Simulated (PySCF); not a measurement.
These compounds are isomers of formula C₈H₉B.

A. `InChI=1S/C8H9B/c1-2-8-4-3-6-9-7-5-8/h2-7,9H,1H2`
B. `C#C/C=C/C#CB(C)C`
C. `C=CB1C=CC=CC=C1`

Spectrum 1. ¹³C{¹H} NMR (computed): δ 162.8 (CH), 160.8 (CH), 154.8 (CH), 149.6 (CH), 149.2 (C), 148.9 (CH), 145.2 (CH), 123.2 (CH2).

Spectrum 2. ¹³C{¹H} NMR (computed): δ 161.0 (CH), 154.5 (CH), 154.3 (CH), 142.8 (CH), 142.3 (CH2).

Spectrum 3. ¹³C{¹H} NMR (computed): δ 132.5 (CH), 132.0 (CH), 128.0 (C), 117.7 (C), 98.3 (CH), 84.9 (C), 17.2 (CH3).

How the numbers were obtained: geometry: PBE0-D3(BJ)/def2-SVP, GIAO PBE0/pcSseg-1 shieldings, in PySCF 2.14 (gas phase, single conformer, no relativistic terms, equivalent nuclei averaged).

Referencing at the same level of theory: ¹³C (184.41 ppm) vs TMS. Carbons bonded to boron are broad in practice. Shifts are as computed. Against solution values, carbons near 30 ppm lie about +2 ppm off and those near 130 ppm about +5 ppm. Of 1309 compounds with measured shifts, 239 miss one by over three times the rms of a fit or turn the order of signals round; such compounds aren't used in these exercises.

Question: Which spectrum belongs to which compound?

Answer: 1–A, 2–C, 3–B.

- Spectrum 1 (A): 8 ¹³C signals; δC 162.8 is an alkene CH; δC 160.8 is an alkene CH.
- Spectrum 2 (C): 5 ¹³C signals; δC 161.0 is an alkene CH; δC 154.5 is an alkene CH.
- Spectrum 3 (B): 7 ¹³C signals; δC 132.5 is an alkene CH; δC 132.0 is an alkene CH.
